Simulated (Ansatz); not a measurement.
Consider the atomization: `C1[O][GaH][S]1` → C• + Ga• + 3 H• + O• + S•.

Program: Ansatz. Geometries: PBE0-D4/def2-TZVP. ΔE: electronic, gas phase. CCSD(T)/CBS is the MP2 limit (def2-TZVPP, def2-QZVPP) plus CCSD(T) − MP2 in def2-TZVPP, frozen cores. This one scheme is used for every species, atoms too. Functionals use def2-TZVPP. Open shells (•) are unrestricted, without spin–orbit coupling. Spin–orbit coupling would lower the free atoms: a little for C, O, S; clearly for Ga. Bonds to Ga are less sure, by a few kJ/mol each and by 10 to 20 or more in all where they break to atoms, as the def2 sets lack core-valence functions. Scalar relativity is left out up to krypton.

`C1[O][GaH][S]1`:

Cartesian coordinates in Å:
```
C -0.194 -0.117 -0.973
O -0.984 0.389 0.066
Ga 0.232 0.187 1.403
S 1.447 -0.599 -0.235
H -0.015 0.637 -1.745
H -0.643 -1.007 -1.423
H 0.157 0.510 2.907
```

```csv
level,ΔE (kJ/mol)
PBE0-D4,2373.7
PBE,2419.7
CAM-B3LYP,2341.3
MP2/def2-TZVPP,2381.8
```

Task: What does CCSD(T)/CBS give? (Best estimate.)

Result: The calculation gave: +2378.4 kJ/mol. The listed levels differ from it by -4.7, 41.3, -37.1, 3.4 kJ/mol.

Largest T1 diagnostic among the species: 0.016.

Leaving LDA and LC-ωPBE aside and taking each functional with its dispersion term where it has one, the values, not all of them listed here, spread over 187.2 kJ/mol, from BHLYP-D4 to PBE-D4. LDA lies +376.0 kJ/mol from PBE without D4, its usual overbinding. In def2-TZVPP, CCSD(T) changes the Hartree–Fock value by +715.1 kJ/mol (the triples alone add +55.0 kJ/mol) and MP2 by +783.7 kJ/mol; breaking electron pairs costs correlation energy, which Hartree–Fock lacks. From r2SCAN to r2SCAN0 (25 % exact exchange), in def2-TZVPP and without D4, ΔE moves by −60.5 kJ/mol: exact exchange takes away binding that semilocal exchange gives to molecules.

For atomizations the MP2-based limit and the directly extrapolated one differ by several kJ/mol either way, and by 10 to 25 for some Ge, Se and Sn compounds, so smaller differences from it don't rank the levels.
